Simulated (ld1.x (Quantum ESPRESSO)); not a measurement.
# Tc (Z = 43): one change to a TM semilocal potential, before and after

* Element: Tc
* Generator: ld1.x (Quantum ESPRESSO) 7.5
* Type: norm-conserving Troullier–Martins (semilocal form)
* Functional: PBE
* Relativity: scalar-relativistic
* Frozen core: [Kr]
* Valence charge: 7
* Reference configuration: 4d4 5s0 5p0 (charge +3)
* Partial waves: 5s (bound, empty): rc 1.80 bohr; 4d (bound): rc 1.55 bohr; 5p (bound, empty): rc 2.45 bohr
* Local potential: the p channel
* Core correction: none

Change: reference 4d5 5s1.5 5p0.

Cutoffs: the cutoffs (Ry, on a coarse ladder) from which the occupation-weighted sum of valence levels, in a spherical-Bessel basis at the reference potential, stays within 10 and 1 mRy of its value at 400 Ry; they do not see the model core or the augmentation charge, which bear on the density cutoff. Errors are all-electron minus pseudo energies relative to the spin-unpolarised reference configuration.

Task: What does the change do?

Result: The potential gets harder (50 Ry and 60 Ry → 50 Ry and 100 Ry); both files keep a bound ghost (s); the range in which the s phases agree widens (upper end -1.6 → -0.3). A semilocal file is local in each channel, so a ghost entry of none says nothing of the separable form that plane-wave codes build from it.

```csv
quantity,base,changed
"cutoff, loose",50 Ry,50 Ry
"cutoff, tight",60 Ry,100 Ry
bound ghosts,s,s
"largest error over its own tests, meV",+617,+156
s: phases at 2.64 bohr within 0.05 rad from the reference energy up to (Ry; the scan ends near 5),-1.6,-0.3
p: phases at 2.64 bohr within 0.05 rad from the reference energy up to (Ry; the scan ends near 5),-0.5,0.2
d: phases at 2.64 bohr within 0.05 rad from the reference energy up to (Ry; the scan ends near 5),to the end of the scan,to the end of the scan
```

Changed file: These tests converged, but a pseudo level misses the all-electron one widely, so the file describes the atom poorly there or has found another state: 4d3 5s0 5p0: empty 5s by 7.0 eV (a node warning on the way). A true bound ghost makes a file unfit for plane-wave use even where its test errors are small: the radial tests pick states by their node count and pass the ghost by.
